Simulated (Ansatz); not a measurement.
Reaction (formal exchange of groups at a C–S bond): `OCS[SiH2]S` + `[SiH3][GeH3]` → `O[CH2][GeH2][SiH3]` + `S[SiH2]S`

Computed with Ansatz on PBE0-D4/def2-TZVP structures; ΔE is electronic, products minus reactants. CBS: MP2 limit from def2 TZ/QZ plus the TZ coupled-cluster correction, frozen cores. DFT in def2-TZVPP. For Ge outer-core shells are correlated without core-valence functions, which leaves a few kJ/mol of doubt a bond. Scalar relativity is left out up to krypton. Each species was taken in one conformer, which may not be the lowest.

```csv
species,r2SCAN-D4 energy (Eh)
`OCS[SiH2]S`,-1202.81126
`[SiH3][GeH3]`,-2370.05858
`O[CH2][GeH2][SiH3]`,-2484.57513
`S[SiH2]S`,-1088.29223
```

Problem. Work out ΔE.

Solution. ΔE = (-2484.57513) + (-1088.29223) − (-1202.81126) − (-2370.05858) = 0.00248 Eh = +1.6 kcal/mol. CCSD(T)/CBS gives -0.6 kcal/mol.

Largest T1 diagnostic among the species: 0.012.

From PBE to PBE0 (25 % exact exchange), in def2-TZVPP and without D4, ΔE moves by −1.0 kcal/mol. In def2-TZVPP, CCSD(T) changes the Hartree–Fock value by +1.8 kcal/mol (the triples alone add +1.0 kcal/mol) and MP2 by +2.0 kcal/mol.
